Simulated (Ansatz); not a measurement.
Cost and result for the atomization energy of `[F][SnH2][O]C(F)(F)F` (9 atoms, 8 bonds).

```tsv
atom	x (Å)	y (Å)	z (Å)
F1	-0.977	0.647	-2.337
Sn2	-1.354	0.403	-0.484
O3	0.410	0.692	0.386
C4	1.262	-0.288	0.608
F5	0.931	-1.018	1.693
F6	2.488	0.182	0.806
F7	1.322	-1.164	-0.421
H8	-2.244	1.747	0.016
H9	-1.838	-1.200	-0.268
```

The species carries charge 0 and has multiplicity 1. Correlated methods include outer-core shells of Sn, which these sets cover unevenly. Sn takes the def2 core potential. The geometry is a stationary point of PBE0-D4/def2-TZVP. It is one conformer, not always the lowest. Program: Ansatz. Hardware: A = 2 threads of an AMD EPYC 7R13 on a shared host; B = 2 threads of an AMD EPYC 7R13 on a shared host and a share of an NVIDIA H100 80 GB. Times are those of one run each, without the atoms' runs, and a repeat can differ threefold. Electronic energies, without spin–orbit coupling; frozen cores. CCSD(T)/CBS adds CCSD(T) − MP2 in def2-TZVPP to the MP2 limit, and its time is that of the two runs behind it. T1 = 0.013. With those shells the extrapolation isn't a true limit. B3LYP takes the VWN-RPA correlation (the form of Gaussian; ORCA's B3LYP/G).

CCSD(T)/CBS is a level of theory with its own doubt, some kJ/mol a heavy atom from the limit and from the frozen cores, so smaller differences don't rank the functionals.

```tsv
level	functions	wall time	atomization (kJ/mol)	difference from CCSD(T)/CBS	per bond
PBE-D4/def2-TZVPP (with forces) [A]	264	4.3 s	3330.3	100.0	12.5
PBE0-D4/def2-TZVPP [A]	264	6.5 s	3188.1	-42.2	-5.3
r2SCAN-D4/def2-TZVPP (with forces) [A]	264	8 s	3230.7	0.4	0.0
B3LYP-D4/def2-TZVPP (with forces) [A]	264	9.5 s	3166.6	-63.7	-8.0
MP2/def2-QZVPP [B]	484	11 s	3319.6	89.3	11.2
B2PLYP/def2-TZVPP [A]	264	12 s	3153.1	-77.2	-9.7
ωB97X-V/def2-TZVPP [A]	264	14 s	3238.7	8.4	1.1
CCSD(T)/def2-TZVPP [B]	264	18 s	3117.7	-112.6	-14.1
ωB97M-V/def2-TZVPP (with forces) [A]	264	20 s	3218.1	-12.2	-1.5
CCSD(T)/CBS(def2)	–	29 s	3230.3	0.0	0.0
```

The D4 term adds +30.7 kJ/mol with B3LYP and +16.1 kJ/mol with PBE0; it sums over pairs of atoms, weighted by their polarisabilities, and B3LYP, whose exchange is more repulsive, gets the larger term. In def2-TZVPP, CCSD(T) changes the Hartree–Fock value by +1020.2 kJ/mol (the triples alone add +77.0 kJ/mol) and MP2 by +1153.4 kJ/mol; breaking electron pairs costs correlation energy, which Hartree–Fock lacks. From PBE to PBE0 (25 % exact exchange), in def2-TZVPP and without D4, the atomization energy moves by −139.2 kJ/mol: exact exchange takes away binding that semilocal exchange gives to molecules.

Spin–orbit coupling would lower the free Sn atoms strongly, and the atomization energy with them, by more than many differences here. For some Ge, Se and Sn compounds the MP2-based and the directly extrapolated limit differ by 10 to 25 kJ/mol.
